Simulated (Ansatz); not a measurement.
Start from `C=C[SiH2]C=N` and change one atom or group to get `C=C[SiH2][SiH2]S`.

Ansatz, PBE0-D4/def2-TZVP geometries, multiplicity 1. Each molecule was computed in one conformer, which needn't be the lowest.

```json
{"property": "LUMO energy (PBE/def2-TZVPP) / eV", "`C=C[SiH2]C=N`": "-1.94"}
{"property": "size of the dipole moment (B3LYP/def2-TZVPP) / D", "`C=C[SiH2]C=N`": "1.01"}
{"property": "HOMO energy (PBE/def2-TZVPP) / eV", "`C=C[SiH2]C=N`": "-5.87"}
{"property": "LUMO energy (PBE0/def2-TZVPP) / eV", "`C=C[SiH2]C=N`": "-0.83"}
{"property": "HOMO–LUMO gap (PBE/def2-TZVPP) / eV", "`C=C[SiH2]C=N`": "3.92"}
{"property": "LUMO energy (B3LYP/def2-TZVPP) / eV", "`C=C[SiH2]C=N`": "-1.07"}
```

(1) What does the change do to each property? (Best estimate.)

Results:

(1) The calculation gave: 
| property | `C=C[SiH2][SiH2]S` | shift |
| --- | --- | --- |
| LUMO energy (PBE/def2-TZVPP) / eV | -1.85 | 0.09 |
| size of the dipole moment (B3LYP/def2-TZVPP) / D | 1.58 | 0.57 |
| HOMO energy (PBE/def2-TZVPP) / eV | -6.02 | -0.15 |
| LUMO energy (PBE0/def2-TZVPP) / eV | -0.90 | -0.07 |
| HOMO–LUMO gap (PBE/def2-TZVPP) / eV | 4.17 | 0.25 |
| LUMO energy (B3LYP/def2-TZVPP) / eV | -1.08 | -0.01 |

With PBE0 the HOMO rises by 0.13 eV and the LUMO falls by 0.07 eV, so the gap narrows by about 0.20 eV. PBE moves the HOMO by -0.15 eV and ωB97M-V by 0.36 eV. Dipoles are sizes alone; their direction can turn.

B3LYP here is the variant with VWN-RPA as its local correlation; programs differ in this.
